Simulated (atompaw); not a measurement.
**Before and after: PAW (atompaw) potential for Ti**

| Quantity | Value |
| --- | --- |
| Element | titanium (Ti) |
| Generator | atompaw 4.2.0.5 |
| Type | PAW |
| Functional | PBE |
| Relativity | scalar-relativistic |
| Frozen core | [Ar] |
| Valence charge | 4 |
| Reference configuration | 3d2 4s1 4p0 (charge +1) |
| Partial waves | 4s (bound): rc 3.00 bohr; 4s channel at 0.75 Ry: rc 3.00 bohr; 4p (bound, empty): rc 3.00 bohr; 4p channel at 1.6 Ry: rc 3.00 bohr; 3d (bound): rc 2.35 bohr; 3d channel at 0.95 Ry: rc 3.00 bohr |
| Local potential | troulliermartins scheme with l = 3 at -0.5 Ry, radius 2.95 bohr |
| Core correction | smooth core density matched at 2.30 bohr |
| Augmentation charge | besselshape compensation charge, radius 2.90 bohr; PAW radius 3.00 bohr; waves and projectors: custom polynom gramschmidtortho |

Change: core [Ne], valence charge 12; reference 3s2 3p6 3d2 4s1.5 4p0.5; waves now 3s (bound): rc 1.40 bohr; 4s (bound): rc 2.05 bohr; 3p (bound): rc 1.85 bohr; 4p (bound): rc 2.05 bohr; 3d (bound): rc 2.05 bohr; 3d channel at 0.65 Ry: rc 1.60 bohr; local potential troulliermartins scheme with l = 3 at -0.5 Ry, radius 1.90 bohr; core correction smooth core density matched at 1.40 bohr; augmentation besselshape compensation charge, radius 1.55 bohr; PAW radius 2.05 bohr; waves and projectors: custom polynom gramschmidtortho.

Cutoffs: the cutoffs (Ry, on a coarse ladder) from which the occupation-weighted sum of valence levels, in a spherical-Bessel basis at the reference potential, stays within 10 and 1 mRy of its value at 400 Ry; they do not see the model core or the augmentation charge, which bear on the density cutoff.

Task: What does the change do?

Result: The potential gets harder (15 Ry and 30 Ry → 30 Ry and 45 Ry); the bound ghost in s disappears. The added semicore shells are compact, so their waves need more plane waves. Several settings change at once here, so the effects cannot be laid on one of them.

| quantity | base | changed |
| --- | --- | --- |
| cutoff, loose | 15 Ry | 30 Ry |
| cutoff, tight | 30 Ry | 45 Ry |
| bound ghosts | s | none |
| lowest overlap eigenvalue by channel | s 0.00, p 0.32, d 0.76 | s 0.61, p 0.77, d 0.78 |

 A true bound ghost makes a file unfit for plane-wave use even where its test errors are small: the radial tests pick states by their node count and pass the ghost by. The cutoffs see the waves, projectors and local potential, not the compensation charge or the core.
